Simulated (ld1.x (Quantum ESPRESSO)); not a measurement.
Which setting gave this result? (Pr (Z = 59), PAW)

Base potential:

ld1.x (Quantum ESPRESSO) 7.5 input, shortened:

```
&input
   title='Pr', zed=59., rel=1, dft='PBE', iswitch=3,
   config='[Xe] 4f3 5d0 6s1.5 6p0'
 /
 &inputp
   pseudotype=3, lpaw=.true., tm=.true., lloc=-1, rcloc=3.40,
   nlcc=.true., new_core_ps=.true., rcore=1.05,
   which_augfun='BG', rmatch_augfun=1.10
 /
8
5S  1  0   2.00   0.00  2.05  2.35  0.0
6S  2  0   1.50   0.00  2.05  2.35  0.0
5P  2  1   6.00   0.00  2.70  3.45  0.0
6P  3  1   0.00   0.00  2.70  3.45  0.0
5D  3  2   0.00   0.00  3.05  3.20  0.0
5D  3  2   0.00   0.55  3.05  3.20  0.0
4F  4  3   3.00   0.00  1.55  1.65  0.0
4F  4  3   0.00   1.55  1.55  1.65  0.0
 &test
   configts(1)='4f3 5s2 5p6 5d0 6s1.5 6p0'
 /
```

Cutoffs, loose and tight: the cutoffs (Ry, on a coarse ladder) from which the occupation-weighted sum of valence levels, in a spherical-Bessel basis at the reference potential, stays within 10 and 1 mRy of its value at 400 Ry. They do not see the model core or the augmentation charge, which bear on the density cutoff. Test errors are all-electron minus pseudo excitation energies from the reference, over the configurations 4f3 5s2 5p6 5d0 6s2 6p0; 4f3 5s2 5p6 5d0 6s1 6p0; 4f3 5s2 5p6 5d0 6s0 6p0; 4f1 5s2 5p6 5d0 6s0 6p0; 4f3 5s2 5p5 5d0 6s2 6p0; 4f2 5s2 5p6 5d1 6s2 6p0; 4f2 5s2 5p6 5d1 6s1 6p0; variants that change the core or the reference have their own tests.

Only the scale of all radii but the core radius (base = 1) is moved (2 further runs of the sweep failed or gave no value and are left out):

| scale of all radii but the core radius (base = 1) | cutoff, loose | cutoff, tight | bound ghosts | largest test error (meV) |
| --- | --- | --- | --- | --- |
| 0.91 | 60 Ry | 100 Ry | none | -9.3 over the solved tests; test run stopped at test 4 of 7 (negative rho) |
| 0.94 | 55 Ry | 90 Ry | none | -2.1 over the solved tests; test run stopped at test 3 of 7 (negative rho) |
| 1.03 | 45 Ry | 70 Ry | none | -3.0 over the solved tests; test run stopped at test 3 of 7 (negative rho) |
| 1.09 | 40 Ry | 60 Ry | none | test run stopped at test 1 of 7 (negative rho) |
| 1.15 | 35 Ry | 55 Ry | none | test run stopped at test 1 of 7 (negative rho) |
| 1.23 | 30 Ry | 50 Ry | none | test run stopped at test 1 of 7 (negative rho) |
| 1.37 | 25 Ry | 35 Ry | none | test run stopped at test 1 of 7 (negative rho) |

Task: One more run gave cutoff, loose: 25 Ry; cutoff, tight: 40 Ry; bound ghosts: none; largest test error (meV): test run stopped at test 1 of 7 (negative rho). Which value of the scale of all radii but the core radius (base = 1) was used?

Result: 1.31. The tight cutoff moves one way along this sweep, from 100 Ry at 0.91 to 35 Ry at 1.37, which places the run between 1.23 and 1.37.
